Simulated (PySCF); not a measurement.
A spin–spin coupling run with PySCF 2.14 (density fitting, non-relativistic, gas phase) on SMILES BCBF, CH5B2F:

```
$ OMP_NUM_THREADS=1 python probes_run.py task.json out

{"job": {"kind": "j", "xc": "B3LYP", "basis": "pcJ-2"}, "charge": 0, "multiplicity": 1}
B     -1.261823     0.134794    -0.290562
C      0.038843    -0.643556     0.046637
B      1.190175     0.398389     0.214126
F      2.151584     0.469247    -0.694412
H     -1.774445     0.058839    -1.383305
H     -1.765143     0.863052     0.534858
H     -0.086493    -1.042265     1.072606
H      0.305495    -1.429005    -0.673671
H      1.260339     1.173696     1.141764
```

Hardware: 1 thread of an Arm Neoverse V2, shared host. The job also computes field gradients.

(1) How large is the calculation?

(2) How long does it take, and how much memory does it need?

(3) And these other runs on the same molecule and hardware: GIAO shielding at B3LYP/pcSseg-2; GIAO shielding at B97-D/pcSseg-2; GIAO shielding at BLYP/pcSseg-2; GIAO shielding at BP86/pcSseg-2; GIAO shielding at HF/pcSseg-2; GIAO shielding at KT2/pcSseg-2?

## Answers

(1) 30 electrons, 324 basis functions and 614 auxiliary functions.

(2) 50 s of wall time, with 12 SCF cycles; peak memory 1.1 GiB. Times on a shared host scatter by some tens of per cent.

(3) B3LYP/pcSseg-2: 214 functions, 10 s; B97-D/pcSseg-2: 214 functions, 16 s; BLYP/pcSseg-2: 214 functions, 17 s; BP86/pcSseg-2: 214 functions, 16 s; HF/pcSseg-2: 214 functions, 5.1 s; KT2/pcSseg-2: 214 functions, 16 s.
